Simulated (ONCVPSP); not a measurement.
**Configuration tests for arsenic (ONCV)**

arsenic, optimised norm-conserving Vanderbilt (ONCV), made with ONCVPSP 4.0.1 (BLYP, scalar-relativistic). Core [Ar], reference 3d10 4s2 4p3. Waves: 4s: rc 1.56 bohr, ncon 5, nbas 9, qcut 4 1/bohr, 2 projectors, debl 1.6 Ha; 4p: rc 1.56 bohr, ncon 4, nbas 7, qcut 4.8 1/bohr, 2 projectors, debl 2.1 Ha; 3d: rc 0.64 bohr, ncon 5, nbas 10, qcut 19.1 1/bohr, 3 projectors, debl 3.2 Ha. Local part: polynomial inside 0.44 bohr (lpopt 5, dvloc0 0 Ha). Core correction: Teter function, fcfact 5.25, rcfact 1.55.

Energies are relative to the spin-unpolarised reference configuration 3d10 4s2 4p3; without spin polarisation the order of configurations can differ from experiment.

```
valence configuration  charge  ΔE all-electron (eV)  error AE − PS (meV)
         3d10 4s2 4p0      +3                54.640                  -13
         3d10 4s1 4p0      +4               105.478                  -55
```

Q: What are ΔE and the potential's error for 3d10 4s2 4p1?

A: ΔE = 26.887 eV all-electron; the error (AE − PS) is -4.6 meV.

Q: What are ΔE and the potential's error for 3d10 4s2 4p2?

A: ΔE = 9.031 eV all-electron; the error (AE − PS) is -1.3 meV.

Note: ghosts flagged at negative energy: s at -603.7 eV, p at -128.4 eV, d at -605.9 eV; GHOST(+) flagged for s at 122.2 eV. A true bound ghost makes a file unfit for plane-wave use.
